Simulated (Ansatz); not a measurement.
Reaction (hydrogenolysis of the Si–F bond): `F[Si](F)([SiH3])Cl` + H₂ → `F[SiH]([SiH3])Cl` + H–F

Computed with Ansatz on PBE0-D4/def2-TZVP structures; ΔE is electronic, products minus reactants. CCSD(T)/CBS is the MP2 limit (def2-TZVPP, def2-QZVPP) plus CCSD(T) − MP2 in def2-TZVPP, frozen cores. This one scheme is used for every species. Functionals use def2-TZVPP.

`F[Si](F)([SiH3])Cl`:

```xyz
8

F     1.925    0.305   -1.135
Si    0.956    0.545    0.096
F     0.759    2.114    0.209
Si   -1.080   -0.551   -0.196
Cl    1.921   -0.079    1.773
H    -0.813   -2.007   -0.303
H    -1.737   -0.056   -1.432
H    -1.932   -0.272    0.987
```

H₂:

Cartesian coordinates in Å:
```
H 0.330 0.069 0.160
H -0.330 -0.069 -0.160
```

`F[SiH]([SiH3])Cl`:

Z-matrix (Å, degrees):
```
Si
Si 1 2.339
Cl 1 2.049 2 109.0
F 1 1.597 2 109.8 3 118.0
H 1 1.481 2 115.4 3 -120.7
H 2 1.486 1 108.3 3 61.6
H 2 1.485 1 109.2 3 -58.0
H 2 1.487 1 110.0 3 -178.7
```

H–F:

```xyz
2

F     0.175    0.128    0.406
H    -0.175   -0.128   -0.406
```

| level | ΔE (kJ/mol) |
| --- | --- |
| PBE-D4 | 128.0 |
| BLYP-D4 | 137.9 |
| ωB97M-V | 136.3 |
| B2PLYP | 134.8 |
| PBE-QIDH | 128.9 |
| HF/def2-TZVPP | 130.3 |
| SCS-MP2/def2-TZVPP | 133.5 |
| CCSD/CBS(def2) | 129.8 |

**Question.** What does CCSD(T)/CBS give? (An estimate is asked.)

**Answer.** Ansatz gave: +131.5 kJ/mol. The listed levels differ from it by -3.5, 6.4, 4.8, 3.3, -2.6, -1.2, 2.0, -1.7 kJ/mol.

Largest T1 diagnostic among the species: 0.012.

At CCSD(T), def2-SVP lies −13.0 kJ/mol from the extrapolated value and def2-TZVPP −0.6 kJ/mol. Leaving LDA and LC-ωPBE aside and taking each functional with its dispersion term where it has one, the values, not all of them listed here, spread over 15.9 kJ/mol, from HSE06-D4 to r2SCAN-D4. LDA lies +4.6 kJ/mol from PBE without D4. From r2SCAN to r2SCAN0 (25 % exact exchange), in def2-TZVPP and without D4, ΔE moves by −4.9 kJ/mol.
